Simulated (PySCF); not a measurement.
**Sm(NH2)2: from a saddle point downhill**

PySCF 2.14.0, RKS PBE0, Sm lcecp-0-SVP with ECP52, N def2-SVP, H def2-SVP; non-relativistic Hamiltonian with scalar-relativistic core potentials where named; density fitting; no spin-orbit coupling. Relaxed within the symmetry of its start, the geometry (C2v) is

```xyz
7

Sm    0.0000    0.0000   -0.1730
N     2.1502    0.0000    0.7754
H     2.6789   -0.8002    1.1325
H     2.6789    0.8002    1.1325
N    -2.1502    0.0000    0.7754
H    -2.6789    0.8002    1.1325
H    -2.6789   -0.8002    1.1325
```

and its lowest harmonic modes are -208, -185, 80, 268, 282, 430 cm⁻¹ (negative: unstable). It was moved along the lowest mode and relaxed again, within the group Cs that the move left.

Task: Where does it end, and how much lower?

Result: In C2v, 0.180 eV lower, after 20 steps:
```xyz
7

Sm    0.0000   -0.8902   -0.1073
N     1.9337   -0.0277    0.8183
H     2.9212   -0.2023    0.6198
H     1.9493    0.6668    1.5693
N    -1.9337   -0.0277    0.8183
H    -1.9493    0.6668    1.5693
H    -2.9212   -0.2023    0.6198
```

Task: How do the contacts change?

Result: 
```csv
contact,saddle (Å),end (Å)
Sm1–N2 (NH2),2.350,2.311
Sm1–N5 (NH2),2.350,2.311
```


Task: Is the end a minimum?

Result: Yes; lowest modes 88, 169, 188, 284, 348, 453 cm⁻¹.

An lcecp potential fixes the number of 4f electrons, so in runs with it no electron can move into or out of that shell.

State: singlet in the valence, with the 4f electrons in the core potential.
